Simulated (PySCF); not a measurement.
A homologous series of growing length: n-germane mercapto/mercapto. Isolated molecules, 0 K electronic values unless said otherwise. One relaxed conformer stands for each flexible species; it need not be the lowest. Strings in code marks are SMILES.

The four lowest singlet excitations (Tamm–Dancoff). All values below come from PySCF 2.14.0 with B3LYP-D3(BJ)/def2-TZVP // B3LYP-D3(BJ)/def2-SVP. B3LYP has the VWN-RPA correlation part, as in Gaussian. Excitations are Tamm–Dancoff values on a coarser integration grid. The basis has no diffuse functions, so Rydberg states are missing or too high.

```
state  energy (eV)  wavelength (nm)  oscillator strength
-----  -----------  ---------------  -------------------
S1            4.59              270                0.202
S2            4.85              256                0.007
S3            5.47              227                0.002
S4            5.66              219                0.000
```

**Question.** Which member gives these states?
A. `[SH][GeH2][GeH2][GeH2][GeH2][GeH2][GeH2][SH]`
B. `[SH][GeH2][GeH2][GeH2][SH]`
C. `[SH][GeH2][SH]` (H–S–Ge–S torsion -140°, S–Ge–S–H torsion -140°)
D. `[SH][GeH2][GeH2][SH]`

**Answer.** B, `[SH][GeH2][GeH2][GeH2][SH]`
